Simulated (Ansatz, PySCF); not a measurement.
H₈PSi₃, doublet, at a GFN2-xTB geometry. Base run: CCSD(T)/STO-3G (PySCF).

Input for PySCF:
```python
from pyscf import gto, scf, cc

mol = gto.Mole()
mol.atom = '''
    Si   -0.53553481    1.95659748   -0.18433632
    P    -0.18297106   -0.03455366    0.70585406
    Si    1.95119675   -0.44171437    0.23864680
    Si   -1.28042654   -1.37952794   -0.68048368
    H    -1.97115061    2.23838223   -0.07004645
    H     0.19729997    2.93848098    0.62251224
    H     2.24448884   -1.78709677    0.72598334
    H     2.72504487    0.56655955    0.95728692
    H     2.22169908   -0.35381557   -1.19799027
    H    -2.68284589   -0.97943007   -0.60603474
    H    -0.79563989   -1.25598825   -2.05686705
    H    -1.08762608   -2.74375946   -0.19623004
'''
mol.basis = 'sto-3g'
mol.spin = 1
mol.verbose = 4
mol.build()

mf = scf.UHF(mol)
mf.kernel()

mycc = cc.CCSD(mf)
mycc.kernel()
et = mycc.ccsd_t()
print('E(CCSD(T)) = %.10f' % (mycc.e_tot + et))
```

The same geometry, method and basis name were run in Ansatz (a program for electronic structure) and PySCF, at each program's defaults and at the settings that a row names. The base is PySCF at its defaults. Differences at the defaults can come from grids, fitting, cores and function types together.

```json
[
 {"code and settings": "PySCF, defaults (exact integrals, spherical functions, all electrons correlated)", "ΔE vs base (mEh)": "0.000", "basis functions": "44", "E (Eh)": "-1198.58227", "SCF cycles": "12", "SCF-reference dipole (D)": "1.43"},
 {"code and settings": "Ansatz, defaults (factorised integrals, spherical functions, frozen core)", "ΔE vs base (mEh)": "10.682", "basis functions": "44", "E (Eh)": "-1198.57159", "SCF cycles": "-", "SCF-reference dipole (D)": "-"},
 {"code and settings": "PySCF, frozen core", "ΔE vs base (mEh)": "10.667", "basis functions": "44", "E (Eh)": "-1198.57160", "SCF cycles": "12", "SCF-reference dipole (D)": "1.43"},
 {"code and settings": "Ansatz, high accuracy, frozen core", "ΔE vs base (mEh)": "10.667", "basis functions": "44", "E (Eh)": "-1198.57160", "SCF cycles": "-", "SCF-reference dipole (D)": "-"}
]
```

Open shells are given as the SCF converged; they aren't shown to be the lowest states, and a large step between rows can be another state.
